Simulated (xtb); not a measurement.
C7H8, charge +1, doublet, at a GFN2-xTB geometry (a state made from the parent by changing its charge; the spin is typed, not shown lowest). Base run: GFN2-xTB run with xtb.

Input for xtb:
```
$ xtb mol.xyz --gfn 2 --chrg 1 --uhf 1 --json

# file mol.xyz
15

C     -2.36714135    -0.08202114     0.06102383
C     -0.90987217    -0.04047144    -0.05152210
C     -0.14530900    -1.22598770     0.11487862
C      1.22203814    -1.15805312     0.21005963
C      1.86717291     0.07535323     0.03053098
C      1.13056670     1.25881372    -0.13478812
C     -0.23711338     1.19682326    -0.23090456
H     -2.79625964     0.87139746     0.36669162
H     -2.71835841    -0.89810262     0.69316527
H     -2.76997922    -0.29345925    -0.94243784
H     -0.65375911    -2.17531624     0.20023922
H      1.80336128    -2.05208795     0.37845672
H      2.94532487     0.10371484    -0.05692621
H      1.64256067     2.20484027    -0.22732252
H     -0.81494145     2.09227255    -0.40753601
```

Variants of this job, named by their change:

```
change        ΔE vs base (kcal/mol)  G_solv (kcal/mol)  SCF cycles
------------  ---------------------  -----------------  ----------
base                          0.000                  -          12
alpb = ether                 -46.06             -46.32          11
gbsa = water                 -50.48             -50.84          12
acc = 0.1                     0.000                  -          14
acc = 30                      0.000                  -           8
```

ALPB and GBSA are two models with their own fitted parameters for each solvent, which aren't always the measured dielectric constant.
